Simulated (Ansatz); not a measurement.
A made-up structure of CH3OSe (charge -1), closed shell:

```xyz
6
angstrom
C -0.3188 0.4211 -0.2905
Se 1.2012 -0.1639 0.8156
O 0.9077 -1.8498 0.9543
H -0.2406 1.5018 -0.4509
H 0.8280 -2.7352 1.3423
H -0.2938 -0.0989 -1.2516
```

It is relaxed with PBE-D4/def2-SVPD and then PBE0-D4/def2-TZVPD (Ansatz 0.2.0). Atoms count as bonded within 1.22 times the sum of their covalent radii (H–H: 0.88 Å). The end point is not checked to be a true minimum.

(1) Does its bonding change? (A judgement: the text doesn't fix the answer.)

## Answers

(1) By the calculation: No: no bond forms or breaks.

Where it ends: The first stage lowers the energy by 2.53 eV in 15 steps. It ends as CH₃OSe ([CH2][Se][OH]), total charge -1:
```
6
angstrom
C 0.0725 0.5029 -0.4503
Se 1.4325 -0.3171 0.3704
O 0.9931 -2.2200 0.8826
H -0.7549 0.9028 0.1331
H 0.4751 -2.0878 1.6816
H -0.1346 0.2945 -1.4982
```

Labels in which every atom is bracketed show which atoms are joined, not bond orders.

For scale, one of the runs: PBE0-D4/def2-TZVPD relaxation, 161 basis functions, launched by `ansatz run in.yaml --threads 2 --pin off --events-out ev --progress --plain --max-ram 4352MiB`. Hardware: 2 CPU threads of an Intel Xeon 6975P-C, shared host. Wall time about 21 s.
